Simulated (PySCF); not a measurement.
C₆H₁₄O, charge -1, doublet, at the geometry of the source list (a state made from the parent by changing its charge; the spin is typed, not shown lowest) (in this run its highest filled SCF level lies above zero, so its values depend strongly on the basis, on diffuse functions most of all); PySCF with M062X/STO-3G.

Input for PySCF:
```python
from pyscf import gto, scf, dft

mol = gto.M(
    atom='''
C    -2.320300    0.600200   -0.728500
C    -1.142600    0.379500    0.220300
C    -1.481400   -0.712200    1.229700
C     0.115100    0.034700   -0.585700
C     1.416900    0.050600    0.224200
C     2.627200    0.228800   -0.695200
O     1.512300   -1.164800    0.942000
H    -3.215800    0.860200   -0.167800
H    -2.524000   -0.305300   -1.296800
H    -2.110500    1.406000   -1.429600
H    -0.958400    1.314600    0.763100
H    -2.362800   -0.437600    1.808400
H    -1.684200   -1.650700    0.715500
H    -0.651200   -0.875500    1.910700
H     0.214700    0.754800   -1.400400
H     0.004300   -0.960300   -1.020200
H     1.389000    0.893100    0.937700
H     2.581800    1.187900   -1.204000
H     3.552400    0.189100   -0.120200
H     2.648500   -0.565500   -1.438700
H     2.389100   -1.227800    1.335300
''',
    basis='sto-3g',
    charge=-1,
    spin=1,
    verbose=4,
)

mf = dft.UKS(mol)
mf.xc = 'm062x'
mf.grids.radi_method = dft.radi.delley
mf.kernel()
```

Problem. Write the output that PySCF gives for this input, abridged.

Solution. 
```
PySCF version 2.14.0

[INPUT] verbose = 4
[INPUT] num. atoms = 21
[INPUT] num. electrons = 59
[INPUT] charge = -1
[INPUT] spin (= nelec alpha-beta = 2S) = 1
[INPUT] symmetry False subgroup None
[INPUT] Mole.unit = angstrom
[INPUT] Symbol           X                Y                Z      unit          X                Y                Z       unit  Magmom
[INPUT]  1 C     -2.320300000000   0.600200000000  -0.728500000000 AA   -4.384731526828   1.134213619964  -1.376665481746 Bohr   0.0
[INPUT]  2 C     -1.142600000000   0.379500000000   0.220300000000 AA   -2.159201069928   0.717151064272   0.416306665242 Bohr   0.0
[INPUT]  3 C     -1.481400000000  -0.712200000000   1.229700000000 AA   -2.799440280931  -1.345862945915   2.323796215378 Bohr   0.0
[INPUT]  4 C      0.115100000000   0.034700000000  -0.585700000000 AA    0.217507476937   0.065573496522  -1.106812591158 Bohr   0.0
[INPUT]  5 C      1.416900000000   0.050600000000   0.224200000000 AA    2.677552945896   0.095620141903   0.423676597127 Bohr   0.0
[INPUT]  6 C      2.627200000000   0.228800000000  -0.695200000000 AA    4.964688474457   0.432369337300  -1.313737601798 Bohr   0.0
[INPUT]  7 O      1.512300000000  -1.164800000000   0.942000000000 AA    2.857832818180  -2.201152989893   1.780122009340 Bohr   0.0
[INPUT]  8 H     -3.215800000000   0.860200000000  -0.167800000000 AA   -6.076981271376   1.625542412351  -0.317096043702 Bohr   0.0
[INPUT]  9 H     -2.524000000000  -0.305300000000  -1.296800000000 AA   -4.769668738402  -0.576933385830  -2.450596838336 Bohr   0.0
[INPUT] 10 H     -2.110500000000   1.406000000000  -1.429600000000 AA   -3.988266985895   2.656954931138  -2.701552467678 Bohr   0.0
[INPUT] 11 H     -0.958400000000   1.314600000000   0.763100000000 AA   -1.811113517783   2.484233963353   1.442050005656 Bohr   0.0
[INPUT] 12 H     -2.362800000000  -0.437600000000   1.808400000000 AA   -4.465044887122  -0.826944152110   3.417380723663 Bohr   0.0
[INPUT] 13 H     -1.684200000000  -1.650700000000   0.715500000000 AA   -3.182676738992  -3.119370913820   1.352099042126 Bohr   0.0
[INPUT] 14 H     -0.651200000000  -0.875500000000   1.910700000000 AA   -1.230589652317  -1.654455222057   3.610699706206 Bohr   0.0
[INPUT] 15 H      0.214700000000   0.754800000000  -1.400400000000 AA    0.405724198944   1.426365278822  -2.646372464841 Bohr   0.0
[INPUT] 16 H      0.004300000000  -0.960300000000  -1.020200000000 AA    0.008125822336  -1.814703997420  -1.927898592281 Bohr   0.0
[INPUT] 17 H      1.389000000000   0.893100000000   0.937700000000 AA    2.624829587021   1.687714401849   1.771996187005 Bohr   0.0
[INPUT] 18 H      2.581800000000   1.187900000000  -1.204000000000 AA    4.878894908402   2.244805663371  -2.275230253976 Bohr   0.0
[INPUT] 19 H      3.552400000000   0.189100000000  -0.120200000000 AA    6.713063084905   0.357347210155  -0.227145080173 Bohr   0.0
[INPUT] 20 H      2.648500000000  -0.565500000000  -1.438700000000 AA    5.004939640911  -1.068640123442  -2.718748975412 Bohr   0.0
[INPUT] 21 H      2.389100000000  -1.227800000000   1.335300000000 AA    4.514744684198  -2.320205735741   2.523351294132 Bohr   0.0

nuclear repulsion = 334.23469314263
number of shells = 35
number of NR pGTOs = 147
number of NR cGTOs = 49
basis = sto-3g
ecp = {}

******** <class 'pyscf.dft.uks.UKS'> ********
method = UKS
initial guess = minao
damping factor = 0
level_shift factor = 0
DIIS = <class 'pyscf.scf.diis.CDIIS'>
diis_start_cycle = 1
diis_space = 8
diis_damp = 0
SCF conv_tol = 1e-09
SCF conv_tol_grad = None
SCF max_cycles = 50
direct_scf = True
direct_scf_tol = 1e-13
number electrons alpha = 30  beta = 29
XC library pyscf.dft.libxc version 7.1.2
    S. Lehtola, C. Steigemann, M. J. T. Oliveira, and M. A. L. Marques,  SoftwareX 7, 1–5 (2018)
XC functionals = m062x
    Y. Zhao and D. G. Truhlar,  Theor. Chem. Acc. 120, 215 (2008)
    Y. Zhao and D. G. Truhlar,  Theor. Chem. Acc. 120, 215 (2008)
radial grids: B. Delley radial grids. Ref. JCP 104, 9848 (1996); DOI:10.1063/1.471749. log2 algorithm
becke partition: Becke, JCP 88, 2547 (1988); DOI:10.1063/1.454033
pruning grids: <function nwchem_prune>
grids dens level: 3
symmetrized grids: False
atomic radii adjust function: <function treutler_atomic_radii_adjust>
small_rho_cutoff = 0
Set gradient conv threshold to 3.16228e-05
tot grids = 255688
init E= -309.277842805748

cycle= 1 E= -307.799476210459  delta_E= 1.48  |g|= 0.453  |ddm|= 4.16
cycle= 2 E= -307.873421484135  delta_E= -0.0739  |g|= 0.353  |ddm|= 2.26
cycle= 3 E= -307.961155398228  delta_E= -0.0877  |g|= 0.0612  |ddm|= 1.24
cycle= 4 E= -307.964086745084  delta_E= -0.00293  |g|= 0.0212  |ddm|= 0.256
cycle= 5 E= -307.964558744665  delta_E= -0.000472  |g|= 0.00576  |ddm|= 0.0975
cycle= 6 E= -307.964635391026  delta_E= -7.66e-05  |g|= 0.00276  |ddm|= 0.0437
cycle= 7 E= -307.964682632067  delta_E= -4.72e-05  |g|= 0.00141  |ddm|= 0.0509
cycle= 8 E= -307.964705245284  delta_E= -2.26e-05  |g|= 0.00098  |ddm|= 0.0374
cycle= 9 E= -307.964723203349  delta_E= -1.8e-05  |g|= 0.000863  |ddm|= 0.0365
cycle= 10 E= -307.964737699667  delta_E= -1.45e-05  |g|= 0.000805  |ddm|= 0.0324
cycle= 11 E= -307.964755042839  delta_E= -1.73e-05  |g|= 0.000766  |ddm|= 0.0411
cycle= 12 E= -307.964785103027  delta_E= -3.01e-05  |g|= 0.0007  |ddm|= 0.0773
cycle= 13 E= -307.964838705779  delta_E= -5.36e-05  |g|= 0.000677  |ddm|= 0.168
cycle= 14 E= -307.964843725559  delta_E= -5.02e-06  |g|= 0.000489  |ddm|= 0.0184
cycle= 15 E= -307.964878887363  delta_E= -3.52e-05  |g|= 0.0015  |ddm|= 0.214
cycle= 16 E= -307.964882410236  delta_E= -3.52e-06  |g|= 0.000595  |ddm|= 0.0233
cycle= 17 E= -307.964884643795  delta_E= -2.23e-06  |g|= 0.000398  |ddm|= 0.0549
cycle= 18 E= -307.964884678293  delta_E= -3.45e-08  |g|= 0.000205  |ddm|= 0.00947
cycle= 19 E= -307.96488481608  delta_E= -1.38e-07  |g|= 0.000202  |ddm|= 0.0243
cycle= 20 E= -307.964884875866  delta_E= -5.98e-08  |g|= 4.53e-05  |ddm|= 0.00459
cycle= 21 E= -307.964884881037  delta_E= -5.17e-09  |g|= 7.41e-06  |ddm|= 0.00173
cycle= 22 E= -307.964884880409  delta_E= 6.28e-10  |g|= 1.67e-05  |ddm|= 0.00104
Extra cycle  E= -307.964884880652  delta_E= -2.43e-10  |g|= 1.61e-05  |ddm|= 0.000138
converged SCF energy = -307.964884880652  <S^2> = 0.75221863  2S+1 = 2.0022174
```
